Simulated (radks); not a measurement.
Q: Os+, 75 electrons, occupied as [Xe] 4f14 5d6 6p1 (not the ground configuration). Method: scalar-relativistic Kohn-Sham, r2SCAN, spin-polarised, spherical densities, finite nucleus; open shells are filled with parallel spins first (spin-orbit coupling, left out, can overturn this in heavy ions); meta-GGA in the generalised Kohn-Sham scheme; Fermi nuclear charge, rms radius 5.4126 fm; computed with a radial shooting solver on a logarithmic mesh with Libxc functionals. Some entries of the table are withheld. Estimate them.

orbital  occ.  eigenvalue (Ry)  <1/r> (bohr^-1)  <r> (bohr)
1s down     1        -5435.351            90.42     0.01774
1s up       1        -5435.351            90.42     0.01774
2s up       1        -949.1873            21.19     0.07489
2s down     1        -949.1621            21.19     0.07489
2p up       3        -826.4927            19.05     0.06728
2p down     3        -826.4728            19.05     0.06728
3s up       1        -222.1763            7.862      0.1937
3s down     1        -222.1739            7.862      0.1937
3p up       3        -185.9838            7.220      0.1944
3p down     3        -185.9792            7.220      0.1944
3d up       5        -145.4564            6.802      0.1763
3d down     5        -145.4417            6.802      0.1763
4s up       1        -47.87922            3.342      0.4318
4s down     1        -47.85885            3.341      0.4319
4p up       3        -35.95466            3.032      0.4591
4p down     3        -35.93700            3.032      0.4592
4d up       5        -21.06951            2.705      0.4890
4d down     5        -21.04821            2.705      0.4889
5s up       1         -7.64023            1.322       1.014
5s down     1         -7.47788            1.335       1.005
5p up       3         -4.63136            1.119       1.176
4f up       7         -4.56788            2.237      0.5580
4f down     7         -4.53083            2.244      0.5547
5p down     3         -4.41681            1.134       1.162
5d up       5         -1.24832           0.7605         (1)
5d down     1         -0.97512           0.7607         (2)
6p up       1         -0.60943           0.3506       3.575
6p down     0         -0.44878           0.3190       3.880

A: 
(1) 5d up <r> (bohr): 1.714
(2) 5d down <r> (bohr): 1.733
